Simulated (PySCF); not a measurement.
Molfile (atoms numbered from 1):
```
C8H20AlN
     RDKit          3D

 30 30  0  0  0  0  0  0  0  0999 V2000
    3.5118   -1.3499    0.9469 C   0  0  0  0  0  0  0  0  0  0  0  0
    2.4764   -0.3496    0.4597 C   0  0  0  0  0  0  0  0  0  0  0  0
    1.0450   -0.8358    0.6558 C   0  0  0  0  0  0  0  0  0  0  0  0
   -0.0048    0.1476    0.1452 C   0  0  2  0  0  0  0  0  0  0  0  0
   -0.1836    1.3819    1.0315 C   0  0  0  0  0  0  0  0  0  0  0  0
   -1.2104    2.3505    0.4381 C   0  0  0  0  0  0  0  0  0  0  0  0
   -2.5759    1.1918   -0.4439 Al  0  0  0  0  0  4  0  0  0  0  0  0
   -1.3488   -0.4748   -0.1017 N   0  0  0  0  0  0  0  0  0  0  0  0
   -1.8569   -1.2125    1.0615 C   0  0  0  0  0  0  0  0  0  0  0  0
   -1.3477   -1.3474   -1.2796 C   0  0  0  0  0  0  0  0  0  0  0  0
    3.4229   -2.3106    0.4142 H   0  0  0  0  0  0  0  0  0  0  0  0
    4.5358   -0.9780    0.7943 H   0  0  0  0  0  0  0  0  0  0  0  0
    3.3901   -1.5577    2.0221 H   0  0  0  0  0  0  0  0  0  0  0  0
    2.6399   -0.1337   -0.6109 H   0  0  0  0  0  0  0  0  0  0  0  0
    2.6177    0.6102    0.9835 H   0  0  0  0  0  0  0  0  0  0  0  0
    0.9370   -1.8051    0.1384 H   0  0  0  0  0  0  0  0  0  0  0  0
    0.8733   -1.0382    1.7274 H   0  0  0  0  0  0  0  0  0  0  0  0
    0.3132    0.5028   -0.8519 H   0  0  0  0  0  0  0  0  0  0  0  0
    0.8089    1.8418    1.1776 H   0  0  0  0  0  0  0  0  0  0  0  0
   -0.4962    1.0492    2.0377 H   0  0  0  0  0  0  0  0  0  0  0  0
   -0.7241    2.9872   -0.3220 H   0  0  0  0  0  0  0  0  0  0  0  0
   -1.5981    3.0325    1.2113 H   0  0  0  0  0  0  0  0  0  0  0  0
   -2.6589    1.2421   -2.0510 H   0  0  0  0  0  0  0  0  0  0  0  0
   -3.9269    0.7887    0.3331 H   0  0  0  0  0  0  0  0  0  0  0  0
   -1.8748   -0.5626    1.9457 H   0  0  0  0  0  0  0  0  0  0  0  0
   -2.8886   -1.5307    0.8627 H   0  0  0  0  0  0  0  0  0  0  0  0
   -1.2403   -2.1007    1.2768 H   0  0  0  0  0  0  0  0  0  0  0  0
   -2.3757   -1.6729   -1.4928 H   0  0  0  0  0  0  0  0  0  0  0  0
   -0.9790   -0.7917   -2.1512 H   0  0  0  0  0  0  0  0  0  0  0  0
   -0.7235   -2.2441   -1.1231 H   0  0  0  0  0  0  0  0  0  0  0  0
  1  2  1  0
  2  3  1  0
  3  4  1  0
  4  5  1  0
  5  6  1  0
  6  7  1  0
  7  8  1  0
  8  9  1  0
  8 10  1  0
  8  4  1  0
  1 11  1  0
  1 12  1  0
  1 13  1  0
  2 14  1  0
  2 15  1  0
  3 16  1  0
  3 17  1  0
  4 18  1  6
  5 19  1  0
  5 20  1  0
  6 21  1  0
  6 22  1  0
  7 23  1  0
  7 24  1  0
  9 25  1  0
  9 26  1  0
  9 27  1  0
 10 28  1  0
 10 29  1  0
 10 30  1  0
M  CHG  2   7  -1   8   1
M  END
```

Geometry: PBE0-D3(BJ)/def2-SVP; GIAO shifts from PySCF 2.14, gas phase, non-relativistic, averaged over equivalent atoms.

At HF/pcSseg-1 (277 basis functions, 88 s wall time on 1 thread of an Arm Neoverse N1, shared host):
```json
{"atoms": "C4", "δ (ppm)": "61.4"}
{"atoms": "C10", "δ (ppm)": "42.1"}
{"atoms": "C9", "δ (ppm)": "35.3"}
{"atoms": "C3", "δ (ppm)": "27.3"}
{"atoms": "C5", "δ (ppm)": "26.2"}
{"atoms": "C2", "δ (ppm)": "21.5"}
{"atoms": "C1", "δ (ppm)": "16.3"}
{"atoms": "C6", "δ (ppm)": "-1.1"}
{"atoms": "Al7", "δ (ppm)": "83.9"}
{"atoms": "N8", "δ (ppm)": "26.1"}
{"atoms": "H24", "δ (ppm)": "3.70"}
{"atoms": "H23", "δ (ppm)": "3.70"}
{"atoms": "H28/H29/H30", "δ (ppm)": "2.31"}
{"atoms": "H25/H26/H27", "δ (ppm)": "2.02"}
{"atoms": "H19", "δ (ppm)": "1.79"}
{"atoms": "H18", "δ (ppm)": "1.52"}
{"atoms": "H15", "δ (ppm)": "1.21"}
{"atoms": "H11/H12/H13", "δ (ppm)": "1.09"}
{"atoms": "H16", "δ (ppm)": "1.06"}
{"atoms": "H20", "δ (ppm)": "0.95"}
{"atoms": "H14", "δ (ppm)": "0.85"}
{"atoms": "H17", "δ (ppm)": "0.60"}
{"atoms": "H22", "δ (ppm)": "-0.11"}
{"atoms": "H21", "δ (ppm)": "-0.19"}
```

Scale: TMS for 13C (σref 190.85), 1H (σref 31.69); 27Al (σref 516.24) against AlH4-; NH3 for 15N (σref 265.72) (reference shieldings calculated alike).

Task: Predict the values at PBE0/pcSseg-1 on the same geometry.

Result: 
| atoms | δ at PBE0/pcSseg-1 | change |
| --- | --- | --- |
| C4 | 70.8 | +9.4 |
| C10 | 46.1 | +4.0 |
| C9 | 38.3 | +3.0 |
| C3 | 30.4 | +3.1 |
| C5 | 30.9 | +4.7 |
| C2 | 24.7 | +3.2 |
| C1 | 16.5 | +0.2 |
| C6 | 0.4 | +1.5 |
| Al7 | 104.7 | +20.8 |
| N8 | 50.9 | +24.8 |
| H24 | 4.13 | +0.43 |
| H23 | 4.15 | +0.45 |
| H28/H29/H30 | 2.42 | +0.11 |
| H25/H26/H27 | 2.09 | +0.07 |
| H19 | 2.14 | +0.35 |
| H18 | 1.94 | +0.42 |
| H15 | 1.35 | +0.14 |
| H11/H12/H13 | 1.05 | -0.04 |
| H16 | 1.27 | +0.21 |
| H20 | 1.26 | +0.31 |
| H14 | 1.00 | +0.15 |
| H17 | 0.72 | +0.12 |
| H22 | 0.09 | +0.20 |
| H21 | 0.05 | +0.24 |

Referencing at the same level of theory: 13C (σref 184.41), 1H (σref 31.27) against TMS; 27Al (σref 489.28) against AlH4-; NH3 for 15N (σref 265.67).

The largest change is at N8 (donor nitrogen of a Lewis adduct). Cost: 277 basis functions, 2.7 min wall time on 1 thread of an Arm Neoverse N1, shared host. The order of the carbon signals changes between the two levels.

Experimental scales use liquid or dissolved standards, which lie at an offset from isolated NH3 (liquid NH3: subtract about 20 ppm).
